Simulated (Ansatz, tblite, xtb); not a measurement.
GeSiH6O (SMILES O[SiH2][GeH3]): methods side by side

GeSiH6O: 9 atoms, total charge 0, spin state singlet. As SMILES, `O[SiH2][GeH3]`. The coordinates come from a PBE0-D4/def2-TZVP relaxation. This is one conformer, not always the lowest.

```xyz
9

O    -1.6992    0.4329   -0.8362
Si   -0.0846    0.7000   -0.6060
Ge    0.6637   -0.9371    0.9429
H    -2.1648    1.0140   -1.4396
H     0.6702    0.5869   -1.8876
H     0.1660    2.0713   -0.0749
H     2.1682   -0.7465    1.2061
H     0.4476   -2.3569    0.3950
H    -0.0786   -0.8108    2.2830
```

Quantity: the dipole moment, in D. The values are calculated.

```
                               level            kind  program  value (D)
                            GFN2-xTB  semi-empirical   tblite       2.20
                            GFN1-xTB  semi-empirical   tblite       3.39
                           IPEA1-xTB  semi-empirical   tblite       3.43
                            GFN0-xTB  semi-empirical      xtb       2.00
                           HF/STO-3G    Hartree–Fock   Ansatz       1.34
                            HF/3-21G    Hartree–Fock   Ansatz       1.72
                         HF/def2-SVP    Hartree–Fock   Ansatz       1.64
                        PBE/def2-SVP             GGA   Ansatz       1.47
r2SCAN-D3(BJ)-ATM/cc-pVTZ-DK (sfX2C)        meta-GGA   Ansatz       1.43
  B3LYP/6-31G* (spherical functions)   global hybrid   Ansatz       1.59
```

All-electron rows without a relativistic Hamiltonian named are non-relativistic. The values span 1.34 to 3.43 D. Sets without polarisation functions give poor dipoles.
